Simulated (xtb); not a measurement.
C2H3O (SMILES C[C]=O), doublet, at a GFN2-xTB geometry; xtb with GFN1-xTB.

xtb was given this input:
```
$ xtb coord --gfn 1 --uhf 1 --json

# file coord
$coord
     -1.8572346083      -1.2100243299       0.0173512007  c
      0.0168705867       0.8632380998       0.0067313745  c
     -0.9726308870      -3.0794101984      -0.0106827541  h
     -3.0279974968      -1.0179885847       1.6973920295  h
     -3.0765260984      -0.9911370694      -1.6244518515  h
      2.2649173194       0.8961566754      -0.0258441024  o
$end
```

It wrote (shortened):

```
   ID    Z sym.   atoms
    1    6 c      1, 2
    2    1 h      3-5
    3    8 o      6

           -------------------------------------------------
          |                Calculation Setup                |
           -------------------------------------------------

           -------------------------------------------------
          |                 G F N 1 - x T B                 |
           -------------------------------------------------

          ...................................................
          :                      SETUP                      :
          :.................................................:
          :  # basis functions                  18          :
          :  # atomic orbitals                  18          :
          :  # shells                           12          :
          :  # electrons                        17          :
          :  # halogen bonds                     0          :
          :  max. iterations                   250          :
          :  Hamiltonian                  GFN1-xTB          :
          :  restarted?                      false          :
          :  GBSA solvation                  false          :
          :  PC potential                    false          :
          :  electronic temp.          300.0000000     K    :
          :  accuracy                    1.0000000          :
          :  -> integral cutoff          0.2500000E+02      :
          :  -> integral neglect         0.1000000E-07      :
          :  -> SCF convergence          0.1000000E-05 Eh   :
          :  -> wf. convergence          0.2000000E-04 e    :
          :  Broyden damping             0.4000000          :
          :  net charge                          0          :
          :  unpaired electrons                  1          :
          ...................................................

 iter      E             dE          RMSdq      gap      omega  full diag
   1    -10.5152663 -0.105153E+02  0.774E+00    1.74       0.0  T
   2    -10.5565459 -0.412796E-01  0.464E+00    1.66       1.0  T
   3    -10.5554201  0.112580E-02  0.203E+00    1.67       1.0  T
   4    -10.5619048 -0.648474E-02  0.161E-01    1.66       1.0  T
   5    -10.5619738 -0.689836E-04  0.464E-02    1.66       1.0  T
   6    -10.5619819 -0.807600E-05  0.589E-03    1.66       6.9  T
   7    -10.5619821 -0.240234E-06  0.177E-03    1.66      23.0  T
   8    -10.5619821 -0.120391E-07  0.118E-04    1.66     345.2  T
   9    -10.5619821 -0.276810E-10  0.124E-04    1.66     328.8  T

   *** convergence criteria satisfied after 9 iterations ***

         :::::::::::::::::::::::::::::::::::::::::::::::::::::
         ::                     SUMMARY                     ::
         :::::::::::::::::::::::::::::::::::::::::::::::::::::
         :: total energy             -10.450057998292 Eh    ::
         :: gradient norm              0.014802967494 Eh/a0 ::
         :: HOMO-LUMO gap              1.662338900857 eV    ::
         ::.................................................::
         :: SCC energy               -10.561982131714 Eh    ::
         :: -> electrostatic           0.033152086506 Eh    ::
         :: repulsion energy           0.112953143407 Eh    ::
         :: dispersion energy         -0.001029009985 Eh    ::
         :: halogen bond corr.         0.000000000000 Eh    ::
         :: add. restraining           0.000000000000 Eh    ::
         :: total charge               0.000000000000 e     ::
         :::::::::::::::::::::::::::::::::::::::::::::::::::::

           -------------------------------------------------
          |                Property Printout                |
           -------------------------------------------------

    * Orbital Energies and Occupations

         #    Occupation            Energy/Eh            Energy/eV
      -------------------------------------------------------------
         1        2.0000           -0.8059720             -21.9316
         2        2.0000           -0.6794465             -18.4887
         3        2.0000           -0.6327133             -17.2170
         4        2.0000           -0.6012961             -16.3621
         5        2.0000           -0.5987947             -16.2940
         6        2.0000           -0.5622644             -15.3000
         7        2.0000           -0.5445640             -14.8183
         8        2.0000           -0.5261203             -14.3165
         9        1.0000           -0.3406484              -9.2695 (HOMO)
        10                         -0.2795586              -7.6072 (LUMO)
        11                         -0.1526247              -4.1531
        12                         -0.0908451              -2.4720
        13                         -0.0871821              -2.3723
        14                          0.1487955               4.0489
        15                          0.2406665               6.5489
        16                          0.2429996               6.6124
        17                          0.4091156              11.1326
        18                          0.7559019              20.5691
      -------------------------------------------------------------
                  HL-Gap            0.0610898 Eh            1.6623 eV
             Fermi-level           -0.3717439 Eh          -10.1157 eV

  Mulliken/CM5 charges         n(s)   n(p)   n(d)
     1c    -0.09917 -0.24065   1.020  3.079  0.000
     2c     0.31722  0.34420   1.174  2.508  0.000
     3h     0.06559  0.11848   0.934  0.000  0.000
     4h     0.05617  0.10892   0.944  0.000  0.000
     5h     0.05617  0.10892   0.944  0.000  0.000
     6o    -0.39597 -0.43987   1.742  4.654  0.000

Wiberg/Mayer (AO) data.
largest (>0.10) Wiberg bond orders for each atom

 ---------------------------------------------------------------------------
     #   Z sym  total        # sym  WBO       # sym  WBO       # sym  WBO
 ---------------------------------------------------------------------------
     1   6 c    3.987 --     2 c    1.057     5 h    0.960     4 h    0.960
                             3 h    0.957
     2   6 c    3.222 --     6 o    2.079     1 c    1.057
     3   1 h    0.999 --     1 c    0.957
     4   1 h    1.018 --     1 c    0.960
     5   1 h    1.018 --     1 c    0.960
     6   8 o    2.187 --     2 c    2.079
 ---------------------------------------------------------------------------

Topologies differ in total number of bonds
Writing topology from bond orders to xtbtopo.mol

 dipole moment from electron density (au)
     X       Y       Z
  -1.2252  -0.4974   0.0139  total (Debye):    3.361

           -------------------------------------------------
          | TOTAL ENERGY              -10.450057998292 Eh   |
          | GRADIENT NORM               0.014802967494 Eh/α |
          | HOMO-LUMO GAP               1.662338900857 eV   |
           -------------------------------------------------

normal termination of xtb
```
